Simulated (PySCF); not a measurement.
## L and K shells in GeEt2Cl2

Species: GeEt2Cl2, C4H10Cl2Ge.
Bonds: Ge1–C2, Ge1–C9, Ge1–Cl16, Ge1–Cl17, C2–C3, C9–C10. Hydrogens: H4, H5 on C2; H6, H7, H8 on C3; H11, H12 on C9; H13, H14, H15 on C10.

The calculation used delta-SCF UKS SCAN, pcX-2 on the ionised atom, pcseg-1 elsewhere, spin-free X2C (PySCF 2.14.0). Vertical ΔSCF values, vacuum level as zero. The 2p values add to the ΔSCF energy of one spin-free hole a correction within the shell (spin–orbit coupling, ligand field). The splitting includes the ligand field, and 2p3/2 is the mean of two sublevels.

Problem. Give the 2p3/2 and 2p1/2 binding energies and the splitting.

Solution. 
```
     atom            environment  2p3/2 (eV)  2p1/2 (eV)  splitting (eV)  mean of the shell (eV)
Cl16/Cl17  chlorine bonded to Ge      205.30      206.95            1.65                  205.85
```

Problem. What are the 1s binding energies of the same atoms?

Solution. Cl16/Cl17 2827.88 eV.

Problem. Which Kα1 and Kα2 emission energies and wavelengths follow?

Solution. The photon carries the difference of the 1s-hole and 2p-hole states, both at the ground state's geometry; λ = 12398.42 eV Å/E.

| atom | Kα1 (eV) | Kα2 (eV) | λ(Kα1) (Å) | λ(Kα2) (Å) |
| --- | --- | --- | --- | --- |
| Cl16/Cl17 | 2622.58 | 2620.93 | 4.7276 | 4.7305 |

Problem. And the 1s levels of the other atoms?

Solution. C2/C9 (carbon bonded to C, Ge and 2 H) 290.74 eV; C3/C10 (carbon bonded to C and 3 H) 290.88 eV.

One atom of each set of topologically equivalent atoms was ionised and stands for the set; in this conformer not all members are related by symmetry, and their own values weren't computed. No level of germanium is listed. Geometry: PBE0-D3(BJ)/def2-SVP, one conformer, isolated molecule.
